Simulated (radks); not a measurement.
Values are calculated unless marked as measured or tabulated.
The europium ion Eu49+, configuration [Ne] 3s2 3p2.

Code: a radial shooting solver on a logarithmic mesh with Libxc functionals. Model: non-relativistic Kohn-Sham, LDA (Slater exchange, Perdew-Wang correlation), spin-unpolarised, spherical densities, point nucleus; relativity is left out, which matters for an element this heavy.

Energy parts (eV):
total: -218771.10
kinetic: 218733.28
electron-nucleus: -457894.21
Hartree: 23436.07
exchange-correlation: -3046.25

Orbitals (lengths in bohr, moments of r in powers of bohr):
| orbital | occ. | eigenvalue (eV) | <1/r> | <r^4> | <r> |
|---|---|---|---|---|---|
| 1s | 2 | -48910.46 | 62.43 | 1.517e-06 | 0.02409 |
| 2s | 2 | -10447.11 | 14.72 | 0.0002383 | 0.1012 |
| 2p | 6 | -10138.00 | 14.70 | 0.0001504 | 0.08569 |
| 3s | 2 | -4255.462 | 6.163 | 0.006138 | 0.2396 |
| 3p | 2 | -4141.897 | 6.120 | 0.005247 | 0.2267 |
| 3d | 0 | -3969.563 | 6.005 | 0.003168 | 0.1957 |
| 4s | 0 | -2288.054 | 3.357 | 0.06447 | 0.4398 |

The highest occupied level is 3p at -4141.9 eV. Virial ratio -V/T = 2.00017.
